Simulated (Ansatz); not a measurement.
Frontier orbitals of AlFH$_{3}$NS (`[NH2][Al]([F])[SH]`).

```xyz
7

N     0.376   -0.518    1.317
Al    0.154   -0.015   -0.347
F     1.278   -0.436   -1.476
S    -1.569    1.152   -0.969
H     1.157   -1.059    1.648
H    -0.256   -0.306    2.070
H    -1.141    1.183   -2.243
```

Total charge 0; spin multiplicity 1. All single points use the PBE0-D4/def2-TZVP geometry. It is one conformer, not always the lowest. Basis def2-TZVPP, the Gaussian-basis code of Ansatz.

Orbital energies of one run (eV). Highest occupied ones, from the top: -7.18, -7.71, -8.79, -10.86, -11.04, -11.14, -11.65, -12.82, -13.33, -19.80, -23.04, -31.52, -73.64, -73.70. Empty: -0.78, 0.02, 0.07, 0.97, 1.75, 2.32.

(1) Which functional gave them?
A. r2SCAN
B. HSE06 (plane-wave form)
C. revPBE
D. LDA (SPW92)

Answers

(1) B. HOMO energies: HSE06 -7.18, r2SCAN -6.54, revPBE -6.18, LDA (SPW92) -6.41 eV.
